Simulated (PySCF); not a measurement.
C$_{3}$H$_{8}$Cl$_{2}$Ge (SMILES C[CH2][Ge]([CH3])([Cl])[Cl]), singlet, at a GFN2-xTB geometry, with bond 7-1 at 2.4 times its length; CASSCF(6,8)/STO-3G in PySCF.

Here is a job for PySCF.
```python
from pyscf import gto, scf, mcscf
import numpy

mol = gto.Mole()
mol.atom = '''
    C     2.06534993   -1.46675630   -1.35955250
    C     1.61937151   -0.04510155   -1.05541133
    Ge   -0.16981370    0.03751815   -0.11928794
    C    -1.73628163   -0.77842896   -1.06246175
    Cl   -0.63345273    2.08539127    0.28095176
    Cl    0.00999863   -0.92021537    1.78235099
    H     0.37906282   -2.64781168   -2.96625624
    H     2.13189966   -2.05090856   -0.44412234
    H     3.04460943   -1.46096422   -1.83547189
    H     1.54161085    0.53595187   -1.97400029
    H     2.34783851    0.45123308   -0.41324534
    H    -1.58297477   -1.84514673   -1.18869441
    H    -2.63526632   -0.62038667   -0.47379252
    H    -1.86832860   -0.31776672   -2.03604039
'''
mol.basis = 'sto-3g'
mol.verbose = 4
mol.build()

mf = scf.RHF(mol)
mf.kernel()
mc = mcscf.CASSCF(mf, 8, 6)
mc.fix_spin_(ss=0.0)
mc.kernel()
occ = numpy.linalg.eigvalsh(mc.fcisolver.make_rdm1(mc.ci, mc.ncas, mc.nelecas))[::-1]
ss = mc.fcisolver.spin_square(mc.ci, mc.ncas, mc.nelecas)[0]
print('natural occupations', occ.round(4), ' <S^2>', round(ss, 4))
```

**Question.** Write the output that PySCF gives for this input, abridged.

**Answer.** 
```
PySCF version 2.14.0

[INPUT] verbose = 4
[INPUT] num. atoms = 14
[INPUT] num. electrons = 92
[INPUT] charge = 0
[INPUT] spin (= nelec alpha-beta = 2S) = 0
[INPUT] symmetry False subgroup None
[INPUT] Mole.unit = angstrom
[INPUT] Symbol           X                Y                Z      unit          X                Y                Z       unit  Magmom
[...]
nuclear repulsion = 686.659062620121
number of shells = 35
number of NR pGTOs = 177
number of NR cGTOs = 59
basis = sto-3g
ecp = {}

******** <class 'pyscf.scf.hf.RHF'> ********
method = RHF
initial guess = minao
damping factor = 0
level_shift factor = 0
DIIS = <class 'pyscf.scf.diis.CDIIS'>
diis_start_cycle = 1
diis_space = 8
diis_damp = 0
SCF conv_tol = 1e-09
SCF conv_tol_grad = None
SCF max_cycles = 50
direct_scf = True
direct_scf_tol = 1e-13
Set gradient conv threshold to 3.16228e-05
Initial guess from minao.
init E= -3074.58101234097
[...]
cycle= 1 E= -3077.52092777698  delta_E= -2.94  |g|= 0.398  |ddm|= 4.28
[...]
cycle= 2 E= -3077.58213338283  delta_E= -0.0612  |g|= 0.185  |ddm|= 0.926
[...]
cycle= 3 E= -3077.59067497527  delta_E= -0.00854  |g|= 0.132  |ddm|= 0.518
[...]
cycle= 4 E= -3077.59894498354  delta_E= -0.00827  |g|= 0.0136  |ddm|= 0.238
[...]
cycle= 5 E= -3077.59907390929  delta_E= -0.000129  |g|= 0.00397  |ddm|= 0.0387
[...]
cycle= 6 E= -3077.59908285277  delta_E= -8.94e-06  |g|= 0.000825  |ddm|= 0.00979
[...]
cycle= 7 E= -3077.59908333147  delta_E= -4.79e-07  |g|= 0.000187  |ddm|= 0.00238
[...]
cycle= 8 E= -3077.59908335256  delta_E= -2.11e-08  |g|= 4.18e-05  |ddm|= 0.000465
[...]
cycle= 9 E= -3077.5990833539  delta_E= -1.34e-09  |g|= 1.13e-05  |ddm|= 0.000121
[...]
cycle= 10 E= -3077.599083354  delta_E= -9.82e-11  |g|= 2.44e-06  |ddm|= 3.3e-05
[...]
Extra cycle  E= -3077.59908335401  delta_E= -5e-12  |g|= 1.22e-06  |ddm|= 6.26e-06
converged SCF energy = -3077.59908335401

******** <class 'pyscf.mcscf.mc1step.CASSCF'> ********
CAS (3e+3e, 8o), ncore = 43, nvir = 8
max_cycle_macro = 50
max_cycle_micro = 4
conv_tol = 1e-07
conv_tol_grad = None
orbital rotation max_stepsize = 0.02
orbital rotation threshold for CI restart = 0.01
augmented hessian ah_max_cycle = 30
augmented hessian ah_conv_tol = 1e-12
augmented hessian ah_linear dependence = 1e-14
augmented hessian ah_level shift = 1e-08
augmented hessian ah_start_tol = 2.5
augmented hessian ah_start_cycle = 3
augmented hessian ah_grad_trust_region = 3
kf_trust_region = 3
kf_interval = 4
ci_response_space = 4
ci_grad_trust_region = 3
with_dep4 0
natorb = False
canonicalization = True
sorting_mo_energy = False
ao2mo_level = 2
internal_rotation = False
******** <class 'pyscf.fci.addons.SpinPenaltyFCISolver'> ********
max. cycles = 50
conv_tol = 1e-08
davidson only = True
linear dependence = 1e-12
level shift = 0.001
max iter space = 12
nroots = 1
pspace_size = 400
spin = None
CASCI E = -3077.77850293579  S^2 = 0.0000000
Set conv_tol_grad to 0.000316228
macro iter   1 ( 21 JK    4 micro), CASSCF E = -3077.79600340279  dE = -1.75004670e-02  S^2 = 0.0000000
               |grad[o]|=0.0704  |grad[c]|=0.0171  |ddm|=0.047  |maxRot[o]|=0.248
macro iter   2 ( 21 JK    4 micro), CASSCF E = -3077.80423327281  dE = -8.22987001e-03  S^2 = 0.0000000
               |grad[o]|=0.0347  |grad[c]|=0.0212  |ddm|=0.00747  |maxRot[o]|=0.158
macro iter   3 ( 21 JK    4 micro), CASSCF E = -3077.80525157233  dE = -1.01829952e-03  S^2 = 0.0000000
               |grad[o]|=0.0163  |grad[c]|=0.0106  |ddm|=0.00674  |maxRot[o]|=0.0469
macro iter   4 ( 21 JK    4 micro), CASSCF E = -3077.80561145328  dE = -3.59880957e-04  S^2 = 0.0000000
               |grad[o]|=0.0107  |grad[c]|=0.0102  |ddm|=0.00508  |maxRot[o]|=0.0535
macro iter   5 ( 21 JK    4 micro), CASSCF E = -3077.80588275157  dE = -2.71298287e-04  S^2 = 0.0000000
               |grad[o]|=0.0102  |grad[c]|=0.00994  |ddm|=0.00471  |maxRot[o]|=0.0568
macro iter   6 ( 21 JK    4 micro), CASSCF E = -3077.80598798318  dE = -1.05231610e-04  S^2 = 0.0000000
               |grad[o]|=0.00991  |grad[c]|=0.00998  |ddm|=0.00426  |maxRot[o]|=0.0649
macro iter   7 ( 21 JK    4 micro), CASSCF E = -3077.80621305211  dE = -2.25068927e-04  S^2 = 0.0000000
               |grad[o]|=0.00977  |grad[c]|=0.0103  |ddm|=0.00425  |maxRot[o]|=0.0756
macro iter   8 ( 21 JK    4 micro), CASSCF E = -3077.80598810019  dE =  2.24951916e-04  S^2 = 0.0000000
               |grad[o]|=0.00951  |grad[c]|=0.0112  |ddm|=0.00388  |maxRot[o]|=0.0879
macro iter   9 ( 21 JK    4 micro), CASSCF E = -3077.80795506135  dE = -1.96696115e-03  S^2 = 0.0000000
               |grad[o]|=0.00974  |grad[c]|=0.00435  |ddm|=0.00409  |maxRot[o]|=0.0632
macro iter  10 ( 21 JK    4 micro), CASSCF E = -3077.80963377642  dE = -1.67871507e-03  S^2 = 0.0000000
               |grad[o]|=0.00735  |grad[c]|=0.00287  |ddm|=0.00174  |maxRot[o]|=0.0874
macro iter  11 ( 21 JK    4 micro), CASSCF E = -3077.80966016521  dE = -2.63887891e-05  S^2 = 0.0000000
               |grad[o]|=0.00367  |grad[c]|=0.00444  |ddm|=0.000628  |maxRot[o]|=0.00722
macro iter  12 ( 17 JK    4 micro), CASSCF E = -3077.80968477920  dE = -2.46139862e-05  S^2 = 0.0000000
               |grad[o]|=0.0035  |grad[c]|=0.00376  |ddm|=0.000273  |maxRot[o]|=0.0098
macro iter  13 ( 17 JK    4 micro), CASSCF E = -3077.80960552273  dE =  7.92564679e-05  S^2 = 0.0000000
               |grad[o]|=0.00341  |grad[c]|=0.00434  |ddm|=0.000302  |maxRot[o]|= 0.03
macro iter  14 ( 21 JK    4 micro), CASSCF E = -3077.81003900692  dE = -4.33484190e-04  S^2 = 0.0000000
               |grad[o]|=0.00368  |grad[c]|=0.00142  |ddm|=0.000401  |maxRot[o]|=0.0423
macro iter  15 ( 10 JK    4 micro), CASSCF E = -3077.81011931291  dE = -8.03059957e-05  S^2 = 0.0000000
               |grad[o]|=0.00168  |grad[c]|=0.00096  |ddm|=0.000284  |maxRot[o]|=0.0161
macro iter  16 (  9 JK    2 micro), CASSCF E = -3077.81015021643  dE = -3.09035127e-05  S^2 = 0.0000000
               |grad[o]|=0.000915  |grad[c]|=0.000284  |ddm|=0.000136  |maxRot[o]|=0.0147
macro iter  17 (  6 JK    2 micro), CASSCF E = -3077.81015334096  dE = -3.12453903e-06  S^2 = 0.0000000
               |grad[o]|=0.000278  |grad[c]|=4.69e-05  |ddm|=6.16e-05  |maxRot[o]|=0.00626
macro iter  18 (  3 JK    1 micro), CASSCF E = -3077.81015342329  dE = -8.23201844e-08  S^2 = 0.0000000
               |grad[o]|=4.82e-05  |grad[c]|=6e-05  |ddm|=8.87e-06  |maxRot[o]|=0.00118
1-step CASSCF converged in  18 macro (314 JK  65 micro) steps
CASSCF canonicalization
Density matrix diagonal elements [1.97814450e+00 1.96704238e+00 1.30502899e+00 6.97956321e-01
 9.86258776e-03 1.56740491e-03 2.12286673e-02 1.91691554e-02]
CASSCF energy = -3077.81015342329
CASCI E = -3077.81015342329  E(CI) = -6.59053575934058  S^2 = 0.0000000
natural occupations [1.9786e+00 1.9706e+00 1.3021e+00 6.9780e-01 2.9700e-02 1.8900e-02
 1.5000e-03 7.0000e-04]  <S^2> 0.0
```
